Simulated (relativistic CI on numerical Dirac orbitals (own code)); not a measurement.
**Nb⁵⁺: sensitivity of the levels to the model**

Base calculation: Dirac-Coulomb-Breit CI, orbitals from a KLI potential per configuration, model QED, valence Slater integrals scaled by 0.85, P86 correlation energy added to each configuration.

CI space (outside the closed core [Ar] 3d10): 4s2 4p6, 4s2 4p5 4d, 4s 4p6 4d, 4s2 4p5 4f, 4s2 4p5 5s, 4s2 4p5 5p, 4s 4p6 4f, 4s2 4p5 5d, 4s2 4p5 6s, 4s2 4p5 6p, 4s2 4p5 5f, 4s2 4p5 6d, 4s2 4p5 5g, 4s 4p6 5s, 4s2 4p5 7s, 4s2 4p5 7p, 4s2 4p5 6f, 4s 4p6 5p, 4s 4p6 5d, 4s 4p6 6s, 4s 4p6 6p, 4s 4p6 5f, 4s 4p6 6d, 4s 4p6 5g, 4s 4p6 7s, 4s 4p6 7p, 4p6 4d2, 4p5 4d3, 4p5 4d2 4f, 4p5 4d2 5s, 4p5 4d2 5p, 4p6 4f2, 4p5 4d 4f2, 4p5 4f3, 4p5 4f2 5s, 4p5 4f2 5p. Double excitations out of closed p, d and f shells are left out; levels of such configurations are missing from the list, as are those of other unlisted configurations, and high levels can miss mixing partners. These lack a partner that the ground configuration has and come out too high: 4s2 4p5 5d, 4s2 4p5 6s, 4s2 4p5 6p, 4s2 4p5 5f, 4s2 4p5 6d.

The lowest level and the first level of each name with at least 55 % of one term (blank where a level has no safe partner in the second run):

```csv
Level,Base (cm⁻¹),Shift (cm⁻¹)
4s2 4p6 1S_0,0,0
4s2 4p5 4d 3P°_0,273647,+2301
4s2 4p5 4d 3P°_1,276289,+2192
4s2 4p5 4d 3P°_2,281638,+1945
4s2 4p5 4d 3F°_4,283519,+1488
4s2 4p5 4d 3F°_3,286382,+1155
4s2 4p5 4d 3F°_2,291096,+837
4s2 4p5 4d 3D°_3,300956,-673
4s2 4p5 4d 3D°_1,308221,-650
4s2 4p5 4d 3D°_2,312794,-310
4s2 4p5 4d 1P°_1,378300,-9261
4s2 4p5 5s 3P°_2,403820,+337
4s2 4p5 5s 3P°_0,422814,+350
4s2 4p5 5p 3S_1,457644,+1480
4s2 4p5 5p 3D_2,464591,+194
4s2 4p5 5p 3D_3,467105,+368
4s2 4p5 5p 3P_2,472039,-242
4s2 4p5 5p 3P_0,478922,-840
4s2 4p5 5p 3D_1,483438,+135
4s2 4p5 5p 3P_1,488513,-77
4s2 4p5 5p 1S_0,495420,-1722
4s 4p6 4d 3D_1,516666,+3866
```

At this charge configurations can still be misplaced by up to about 7 % of their energy.

Question: One thing was changed in a second run, which moved the levels as shown. Which?
A. Breit term removed
B. QED terms removed
C. valence Slater integrals scaled by 0.75
D. configuration mixing switched off
E. one mean potential for all configurations
F. no correlation estimate

Answer: C. Valence Slater integrals scaled by 0.75. Scaling acts on the splittings between terms and on the mixing, and leaves the fine structure of pure LS terms nearly alone; in jj coupling it moves the levels of one term differently.

LS names give the leading component of a level, which can be under half, so a name can repeat, a term be missing and a line seem to break the LS rules.
